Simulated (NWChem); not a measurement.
System: C₃H₇FSi; SMILES F[SiH]1CCC1

```xyz
12

F     -0.3516     2.0276     0.0000
Si     0.3899     0.5854     0.0000
C     -0.1780    -0.7430     1.2124
C     -0.0734    -1.7368     0.0000
C     -0.1780    -0.7430    -1.2124
H      1.8545     0.8646     0.0000
H      0.4057    -1.0023     2.0993
H     -1.2237    -0.6065     1.5117
H     -0.8389    -2.5204     0.0000
H      0.9032    -2.2336     0.0000
H     -1.2237    -0.6065    -1.5117
H      0.4057    -1.0023    -2.0993
```
Atoms are numbered in this order, from 1.

Computed with NWChem. Medium grid unless said otherwise, to which SCAN and Minnesota functionals are sensitive. Structure relaxed at the B3LYP/6-31G* (spherical d) level. Hybrids' shares of exact exchange are those that their runs print; pure functionals count as 0. The functionals differ in more than this share.

| row | share of exact exchange | orbital gap (eV) |
|---|---|---|
| PBE/def2-SVP | 0.00 | 6.91 |
| PW91/def2-SVP | 0.00 | 6.90 |
| B3LYP/def2-SVP | 0.20 | 8.74 |
| M05-2X/def2-SVP | 0.56 | withheld |
| Hartree-Fock/def2-SVP | 1.00 | 15.75 |

### Question
Fit a straight line of the last column on the one before it, predict the withheld value, and compare with the run.

### Answer

1. Means of the 4 shown rows: x = 0.300, y = 9.575. Slope Σ(x − x̄)(y − ȳ)/Σ(x − x̄)² = 6.008/0.6800 = 8.835; intercept 6.924.
2. The shown rows scatter about the line by 0.029 (root mean square); the largest residual is +0.05, at B3LYP/def2-SVP.
3. At x = 0.56 (M05-2X/def2-SVP; inside the shown range) the line gives 11.87.
4. The run gives 11.54, -0.33 from the line, 11.6 times the scatter.
